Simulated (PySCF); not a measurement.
2-(trifluoromethyl)benzonitrile, C₈H₄F₃N.
SMILES: `N#CC1=CC=CC=C1C(F)(F)F`

Computed with PySCF, PBE0-D3(BJ)/def2-SVP geometry optimisation, gas phase.

Masses are those of the commonest isotopes; rigid-rotor values at the optimised geometry. 

Problem. What are A, B and C (MHz)?

Solution. Ia = 385.29, Ib = 538.49, Ic = 835.83 u·Å²; 505379 MHz·u·Å²/I gives A = 1312, B = 938.5, C = 604.6 MHz.

Problem. What kind of rotor is it?

Solution. An asymmetric top; Ray's κ = -0.056.

Problem. What does the inertial defect say?

Solution. Not planar: Δ = Ic − Ia − Ib = -87.95 u·Å². For a rigid frame Δ = −2 Σ m c², so Σ m c² = 43.97 u·Å² lies off the ab plane: 0.00 from hydrogen and 43.97 from heavier atoms. The atom farthest from that plane is 1.09 Å away.

Problem. Give the other two planar moments, Paa and Pbb, and the rms extents of the mass along the axes.

Solution. Paa = Σ m a² = (Ib + Ic − Ia)/2 = 494.51 and Pbb = Σ m b² = (Ia + Ic − Ib)/2 = 341.32 u·Å². With the mass M = 171.03 u, the rms extents √(P/M) along a, b and c are 1.70, 1.41, 0.51 Å.

Problem. Give the coordinates in the principal-axis frame, origin at the centre of mass.

Solution. The sense of each axis is arbitrary; atoms in the order of the calculation.
```json
{"atom": "N1", "mass (u)": "14.003", "a (Å)": "0.476", "b (Å)": "3.057", "c (Å)": "0.002"}
{"atom": "C2", "mass (u)": "12.000", "a (Å)": "-0.086", "b (Å)": "2.043", "c (Å)": "0.000"}
{"atom": "C3", "mass (u)": "12.000", "a (Å)": "-0.824", "b (Å)": "0.816", "c (Å)": "-0.001"}
{"atom": "C4", "mass (u)": "12.000", "a (Å)": "-2.224", "b (Å)": "0.882", "c (Å)": "-0.001"}
{"atom": "C5", "mass (u)": "12.000", "a (Å)": "-2.980", "b (Å)": "-0.285", "c (Å)": "0.000"}
{"atom": "C6", "mass (u)": "12.000", "a (Å)": "-2.345", "b (Å)": "-1.524", "c (Å)": "0.001"}
{"atom": "C7", "mass (u)": "12.000", "a (Å)": "-0.953", "b (Å)": "-1.599", "c (Å)": "0.000"}
{"atom": "C8", "mass (u)": "12.000", "a (Å)": "-0.186", "b (Å)": "-0.440", "c (Å)": "-0.002"}
{"atom": "C9", "mass (u)": "12.000", "a (Å)": "1.322", "b (Å)": "-0.529", "c (Å)": "-0.001"}
{"atom": "F10", "mass (u)": "18.998", "a (Å)": "1.836", "b (Å)": "0.043", "c (Å)": "1.087"}
{"atom": "F11", "mass (u)": "18.998", "a (Å)": "1.735", "b (Å)": "-1.799", "c (Å)": "-0.021"}
{"atom": "F12", "mass (u)": "18.998", "a (Å)": "1.844", "b (Å)": "0.083", "c (Å)": "-1.064"}
{"atom": "H13", "mass (u)": "1.008", "a (Å)": "-2.707", "b (Å)": "1.860", "c (Å)": "-0.002"}
{"atom": "H14", "mass (u)": "1.008", "a (Å)": "-4.070", "b (Å)": "-0.224", "c (Å)": "-0.001"}
{"atom": "H15", "mass (u)": "1.008", "a (Å)": "-2.935", "b (Å)": "-2.443", "c (Å)": "0.002"}
{"atom": "H16", "mass (u)": "1.008", "a (Å)": "-0.452", "b (Å)": "-2.567", "c (Å)": "0.001"}
```

Problem. List the rotational levels J(Ka,Kc) to J = 4 (cm⁻¹).

Solution. Above 0(0,0):
J = 1: 1(0,1) 0.0515, 1(1,1) 0.0639, 1(1,0) 0.0751
J = 2: 2(0,2) 0.1496, 2(1,2) 0.1557, 2(1,1) 0.1891, 2(2,1) 0.2265, 2(2,0) 0.2313
J = 3: 3(0,3) 0.2887, 3(1,3) 0.2909, 3(1,2) 0.3562, 3(2,2) 0.3809, 3(2,1) 0.4011, 3(3,1) 0.4736, 3(3,0) 0.4750
J = 4: 4(0,4) 0.4671, 4(1,4) 0.4677, 4(1,3) 0.5701, 4(2,3) 0.5829, 4(2,2) 0.6301, 4(3,2) 0.6862, 4(3,1) 0.6952, 4(4,1) 0.8069, 4(4,0) 0.8073
The levels of one J sum to (2J + 1)J(J + 1)(A + B + C)/3.

Problem. Predict some low-J microwave lines.

Solution. The dipole components are |μa| = 4.46 D, |μb| = 3.46 D, |μc| = 0.00 D; the mirror of this Cs structure is the ab plane, so μc vanishes by symmetry (the 0.01 D computed is a residue) and there are no c-type lines. Intensities carry the squares of the components, which stand as 1.00 : 0.60 (a : b). Some lines, for components of 0.1 D or more:

```json
{"type": "a", "branch": "Q", "J(Ka,Kc)": "4(2,2) ← 4(2,3)", "MHz": "1418", "lower level (cm⁻¹)": "0.583"}
{"type": "b", "branch": "Q", "J(Ka,Kc)": "3(3,0) ← 3(2,1)", "MHz": "2217", "lower level (cm⁻¹)": "0.401"}
{"type": "a", "branch": "R", "J(Ka,Kc)": "2(1,2) ← 1(1,1)", "MHz": "2752", "lower level (cm⁻¹)": "0.064"}
{"type": "b", "branch": "Q", "J(Ka,Kc)": "4(1,3) ← 4(0,4)", "MHz": "3089", "lower level (cm⁻¹)": "0.467"}
{"type": "b", "branch": "Q", "J(Ka,Kc)": "4(3,2) ← 4(2,3)", "MHz": "3099", "lower level (cm⁻¹)": "0.583"}
{"type": "b", "branch": "Q", "J(Ka,Kc)": "4(2,3) ← 4(1,4)", "MHz": "3451", "lower level (cm⁻¹)": "0.468"}
{"type": "b", "branch": "R", "J(Ka,Kc)": "3(1,2) ← 2(2,1)", "MHz": "3889", "lower level (cm⁻¹)": "0.226"}
{"type": "b", "branch": "R", "J(Ka,Kc)": "2(2,0) ← 1(1,1)", "MHz": "5019", "lower level (cm⁻¹)": "0.064"}
{"type": "a", "branch": "R", "J(Ka,Kc)": "4(1,4) ← 3(1,3)", "MHz": "5302", "lower level (cm⁻¹)": "0.291"}
{"type": "b", "branch": "R", "J(Ka,Kc)": "4(1,4) ← 3(0,3)", "MHz": "5368", "lower level (cm⁻¹)": "0.289"}
{"type": "b", "branch": "R", "J(Ka,Kc)": "3(2,1) ← 2(1,2)", "MHz": "7355", "lower level (cm⁻¹)": "0.156"}
```

PBE0-D3(BJ)/def2-SVP frequencies: not computed here. Zero-point vibration and centrifugal distortion are left out. Quadrupole hyperfine structure (14N) is left out.

Cost: about 8 min of CPU time on one thread; the machine was shared, so the figure is rough. These figures are those of the optimisation.

Conformer computed: `[N:1]#[C:2][c:3]1[cH:4][cH:5][cH:6][cH:7][c:8]1[C:9]([F:10])([F:11])[F:12]`: C7–C8–C9–F10 -119°.
